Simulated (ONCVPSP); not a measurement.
# Plane-wave convergence, ONCV potential for beryllium

beryllium (Be), optimised norm-conserving Vanderbilt (ONCV), made with ONCVPSP 4.0.1 (BLYP, scalar-relativistic). Core [He], reference 2s1 2p1. Waves: 2s: rc 1.35 bohr, ncon 4, nbas 8, qcut 4.9 1/bohr, 2 projectors, debl 1.8 Ha; 2p: rc 4.00 bohr, ncon 4, nbas 8, qcut 3.9 1/bohr, 2 projectors, debl 2.9 Ha. Local part: polynomial inside 1.35 bohr (lpopt 4, dvloc0 2 Ha). Core correction: Teter function, fcfact 3, rcfact 1.15.

For each optimised wave give the share of its norm inside rc, the residual kinetic energy above qcut (Ha) and the cutoffs (Ha) for errors of 10, 1, 0.1 and 0.01 mHa per electron.

```json
{"wave": "2s", "norm inside rc": "0.111", "residual KE": "1.6e-04", "10 mHa": "3.1", "1 mHa": "6.3", "0.1 mHa": "28.5", "0.01 mHa": "92.3"}
{"wave": "s projector 2", "norm inside rc": "0.180", "residual KE": "2.1e-02", "10 mHa": "19.9", "1 mHa": "115.1", "0.1 mHa": "134.8", "0.01 mHa": "178.6"}
{"wave": "2p", "norm inside rc": "0.758", "residual KE": "5.5e-09", "10 mHa": "2.4", "1 mHa": "3.7", "0.1 mHa": "4.7", "0.01 mHa": "5.6"}
{"wave": "p projector 2", "norm inside rc": "0.224", "residual KE": "1.0e-05", "10 mHa": "5.2", "1 mHa": "6.5", "0.1 mHa": "7.2", "0.01 mHa": "7.9"}
```

The occupied waves need 6.3 Ha and 29 Ha for 1 and 0.1 mHa. The cutoffs count occupied waves only; projector 2 of the s channel, the hardest unoccupied one, needs 115 Ha at the loose tolerance. Note: no bound ghost flagged; GHOST(+) flagged for p at 85.3 eV.
